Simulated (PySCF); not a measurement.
B(F)(Cl)2(OH2), H₂BCl₂FO, singlet (PBE0/def2-SVP optimised geometry):

```
7

B     -0.334    -0.675     0.000
F     -0.914    -1.116    -1.139
Cl     1.461    -0.675     0.000
Cl    -1.141    -1.265     1.530
O     -0.793     0.944     0.000
H     -1.461     1.016     0.703
H     -1.235     1.116    -0.847
```

Level of theory: PBE0/def2-TZVP (PySCF).

Question: What are the frontier orbital energies and the dipole moment?

Answer: HOMO-2 -9.32 eV, HOMO-1 -8.81 eV, HOMO -8.46 eV, LUMO -0.45 eV, LUMO+1 1.29 eV; dipole moment 4.88 D.

On the same geometry PBE/def2-TZVP (PySCF) gives HOMO-2 -7.83 eV, HOMO-1 -7.35 eV, HOMO -7.03 eV, LUMO -1.37 eV, LUMO+1 0.31 eV; dipole moment 4.77 D.

Meta-Löwdin charges at PBE0/def2-TZVP: B1 0.36, F2 -0.34, Cl3 -0.16, Cl4 -0.20, O5 -0.44, H6 0.39, H7 0.39.
